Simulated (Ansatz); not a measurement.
System: sum formula SiBrF₃ (charge 0, singlet). SMILES: F[Si](F)(F)Br
Geometry from a B3LYP-D3(BJ)/def2-TZVP (Ansatz, a first-principles code) optimisation:
```
Si
F 1 1.5732
F 1 1.5732 2 108.34
F 1 1.5732 2 108.34 3 -117.32
Br 1 2.1754 2 110.58 4 -121.34
```

Wanted: atomisation energy (electronic, to ground-state atoms), in kcal/mol. Correlated levels leave the core frozen unless marked. UHF or UKS for open shells. Spin-orbit coupling is left out. Frozen are the shells of the preceding noble gas and the d and f shells that filled before the atom's block. Non-relativistic. The coupled-cluster limit lacks core correlation, which all-electron functionals hold. CBS(X,Y): correlation extrapolated as X^-3; Hartree-Fock from the larger set.

```json
[
 {"level": "PBE0-D3(BJ)/def2-TZVPD", "program": "Ansatz + dftd3", "atomisation energy (kcal/mol)": "497.0"}
]
```

### Question
Estimate the value at CCSD(T)/CBS(def2-TZVPP,def2-QZVPP) as computed with Ansatz.

### Answer
512.2 kcal/mol, so PBE0-D3(BJ)/def2-TZVPD differs from it by -15.2 kcal/mol.
